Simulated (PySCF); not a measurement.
A PySCF script (with the pyscf-properties extension) for the NMR shieldings of SMILES CCC[O+]1[BH2-][C@H]([SiH3])C1, C5H15BOSi, on a GFN2-xTB geometry:

```python
import basis_set_exchange as bse
import numpy as np
from pyscf import gto, dft
from pyscf.prop import nmr

atoms = """
C    -3.548410    0.585922    0.316471
C    -2.226354    0.518496   -0.437068
C    -1.258583   -0.458216    0.228500
O    -0.052201   -0.574703   -0.501986
B     1.190850   -1.575059    0.022611
C     2.148182   -0.322986   -0.423402
Si    3.527107    0.322829    0.687255
C     0.880572    0.519750   -0.444835
H    -4.216273    1.300005   -0.157710
H    -4.034603   -0.386524    0.326598
H    -3.386007    0.899124    1.345249
H    -1.772486    1.511824   -0.467311
H    -2.400099    0.195777   -1.465750
H    -1.049805   -0.144168    1.261235
H    -1.688201   -1.463781    0.253670
H     1.167466   -2.554423   -0.636674
H     1.052271   -1.732030    1.189930
H     2.521068   -0.441154   -1.442522
H     4.677558   -0.579046    0.644369
H     3.049882    0.466163    2.067697
H     3.941144    1.661997    0.235522
H     0.735480    1.087039    0.481214
H     0.736689    1.190151   -1.300652
"""
names = dict.fromkeys(["C", "O", "B", "Si", "H"], "pcSseg-1")
basis = {el: gto.basis.parse(bse.get_basis(n, elements=[el], fmt="nwchem")) for el, n in names.items()}
mol = gto.M(atom=atoms, basis=basis, charge=0, verbose=0)
mf = dft.RKS(mol, xc="PBE0")
mf.grids.level = 2
mf.grids.alignment = dft.numint.BLKSIZE   # the property module wants whole blocks of grid points
mf.conv_tol = 1e-9
mf.kernel()

calc = nmr.RKS(mf)   # GIAO
C = mf.mo_coeff
Co = C[:, mf.mo_occ > 0]
resp = mf.gen_response(singlet=True, hermi=2)
def vind(x):   # induced exchange potential for any number of trial vectors
    d = np.einsum("pi,xij,qj->xpq", C, 2 * x.reshape(-1, C.shape[1], Co.shape[1]), Co, optimize=True)
    return np.einsum("xpq,pi,qj->xij", resp(d - d.transpose(0, 2, 1)), C, Co, optimize=True).ravel()
mo1, _ = nmr.rhf.solve_mo1(calc, with_cphf=vind)
sigma = calc.kernel(mo1)
for i, s in enumerate(sigma):   # ppm
    print("%2d %-2s %9.2f" % (i, mol.atom_pure_symbol(i), np.trace(s) / 3))
```

Q: Give the expected output.

A: 
```
 0 C     176.14
 1 C     162.10
 2 C     104.69
 3 O     301.03
 4 B      87.96
 5 C     182.98
 6 Si    418.68
 7 C     100.61
 8 H      30.44
 9 H      30.94
10 H      31.02
11 H      30.14
12 H      30.21
13 H      28.53
14 H      28.17
15 H      27.38
16 H      27.71
17 H      30.27
18 H      27.88
19 H      27.90
20 H      27.84
21 H      27.59
22 H      26.55
```

These numbers come from an equivalent density-fitted implementation of the same equations, which agrees with the script to about 0.01 ppm for H and up to a few tenths of a ppm for heavy atoms, so last digits may differ.

Size and cost of the density-fitted run: 218 basis functions, 82 s wall time on 1 thread of an Arm Neoverse N1, shared host; peak memory 1 GiB.
